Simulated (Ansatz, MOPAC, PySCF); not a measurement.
Species: C3H5Cl, net charge 0, singlet state. SMILES: Cl/C=C/C
Structure (B3LYP-D3(BJ)/def2-TZVP (Ansatz, an electronic-structure program) minimum search):
```xyz
9

C     -2.4001     0.0573    -0.0666
C     -0.9526     0.4339    -0.0613
C      0.0292    -0.4473     0.0387
Cl     1.7132    -0.0083     0.0448
H     -2.8847     0.3888    -0.9890
H     -2.9297     0.5371     0.7609
H     -2.5361    -1.0211     0.0213
H     -0.7075     1.4873    -0.1443
H     -0.1263    -1.5137     0.1251
```

Unscaled harmonic wavenumbers (cm⁻¹) in rising order, each level at the stationary point that it reaches from this structure (no distance between atoms moves by over 0.3 Å); the order of modes can differ between levels, and a negative number is imaginary. B3LYP-D3(BJ)/def2-TZVP (PySCF, at the structure above): 203, 236, 260, 423, 789, 799, 963, 966, 1070, 1115, 1274, 1324, 1417, 1479, 1489, 1697, 3023, 3066, 3102, 3161, 3196.

PM3 (MOPAC): 122, 219, 272, 426, 773, 842, 902, 986, 1023, 1163, 1187, 1233, 1387, 1394, 1418, 1841, 3043, 3067, 3070, 3076, 3169. Zero-point energy 43.8 against 44.4 kcal/mol; where all levels lie over 400 cm⁻¹, the wavenumbers are on average 0.988 times those of B3LYP-D3(BJ)/def2-TZVP.

HF/3-21G (Ansatz): 195, 248, 273, 430, 783, 913, 1011, 1092, 1196, 1219, 1373, 1462, 1582, 1654, 1658, 1863, 3198, 3247, 3272, 3361, 3447. Zero-point energy 47.9 against 44.4 kcal/mol; where all levels lie over 400 cm⁻¹, the wavenumbers are on average 1.082 times those of B3LYP-D3(BJ)/def2-TZVP.

HF/6-31G* (Ansatz): 211, 254, 280, 454, 869, 878, 1035, 1080, 1186, 1207, 1401, 1446, 1568, 1624, 1634, 1875, 3203, 3255, 3282, 3363, 3419. Zero-point energy 47.9 against 44.4 kcal/mol; where all levels lie over 400 cm⁻¹, the wavenumbers are on average 1.087 times those of B3LYP-D3(BJ)/def2-TZVP.
